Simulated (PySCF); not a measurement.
OSr. Atoms are numbered in the order given.

```xyz
2

Sr     0.0000     0.0000    -0.3371
O      0.0000     0.0000     1.6012
```
Charge 0, spin multiplicity 1.

The structure is a stationary point at B3LYP-D3(BJ)/def2-TZVPD. The def2 effective core potentials stand for the cores of Sr; spin–orbit coupling is left out.

All values below come from C-PCM-ωB97X/def2-TZVPD run with PySCF 2.14.0.

The values are the electrostatic part of the solvation free energy, E(continuum) − E(gas) at the gas-phase geometry, in a cavity of scaled van der Waals radii (PySCF's table); cavitation and dispersion terms are not included. A continuum can't describe solvent molecules that bind to the metal. In vacuum the orbital gap is 6.39 eV. The dipole moment in vacuum is 10.22 D.

| solvent | ε | ΔG(elec) (kcal/mol) | dipole (D) | gap (eV) |
|---|---|---|---|---|
| water | 78.36 | -39.4 | 13.90 | 8.68 |
| ethylethanoate | 5.99 | -31.7 | 13.29 | 8.24 |
| 1-octanol | 9.86 | -34.9 | 13.55 | 8.43 |
